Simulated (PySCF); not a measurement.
# Ionising ZnBr

r²SCAN; PySCF, no relativity, basis sets Zn pcseg-1, Br pcseg-1. Neutral (UKS): doublet (σ ↑), Re = 2.304 Å, ωe = 281 cm⁻¹, De = 2.10 eV, HOMO -5.76 eV, LUMO -3.94 eV.

ZnBr⁺ (UKS): singlet (closed shell), Re = 2.191 Å, ωe = 347 cm⁻¹, De = 2.51 eV to Zn⁺ + Br. The energies at the minima are -4353.03982 hartree for ZnBr and -4352.71983 for ZnBr⁺.

Q: Work out the adiabatic ionisation energy, without and with harmonic zero-point energies (1 hartree = 27.2114 eV, 1 eV = 8065.5 cm⁻¹), and the change of the bond length.

A: At r²SCAN: 0.31999 hartree = 8.707 eV between the minima; the zero-point term (347.0 − 281.0)/2 cm⁻¹ = +0.004 eV makes it 8.711 eV. Re changes by -11.3 pm against the neutral. The electron leaves a σ orbital; in so polar a molecule the change of length follows mostly from the change of the ionic charges.

For an ion De counts to the pair picked by the measured ionisation energies or electron affinities, which need not be the lowest pair at this level. States were picked by a PBE0 search and need not be the measured ground states.
